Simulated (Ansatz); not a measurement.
A structure relaxed at PBE0-D4/def2-SVP in Ansatz, charge 0, singlet:

```csv
atom,x (Å),y (Å),z (Å)
Ge1,-0.413,-1.308,0.298
H2,0.899,-2.053,-0.059
C3,-1.141,-1.866,2.009
H4,-1.459,-2.919,1.976
H5,-2.012,-1.243,2.259
H6,-0.389,-1.747,2.801
C7,-1.735,-1.478,-1.122
H8,-2.073,-2.521,-1.212
H9,-1.322,-1.159,-2.090
H10,-2.605,-0.847,-0.889
O11,0.002,0.420,0.520
C12,1.123,1.025,-0.080
C13,1.341,2.357,0.613
C14,0.937,1.185,-1.582
H15,2.024,0.396,0.088
H16,0.467,3.009,0.459
H17,2.234,2.870,0.225
H18,1.463,2.205,1.695
H19,0.834,0.206,-2.078
H20,0.029,1.772,-1.790
H21,1.797,1.698,-2.039
```

Problem. Give its formula, name or SMILES.

Solution. GeHMe2(OiPr) (C5H14GeO).

Problem. Summarise the bond lengths by kind (pairs closer than 1.2 times the sum of covalent radii, bridged metal pairs left out).

Solution. 2 × C–Ge 1.94 to 1.95 Å; 2 × C–C 1.52 Å; 1 × C–O 1.41 Å; 1 × Ge–O 1.79 Å; 13 × C–H 1.10 to 1.11 Å; 1 × Ge–H 1.55 Å.
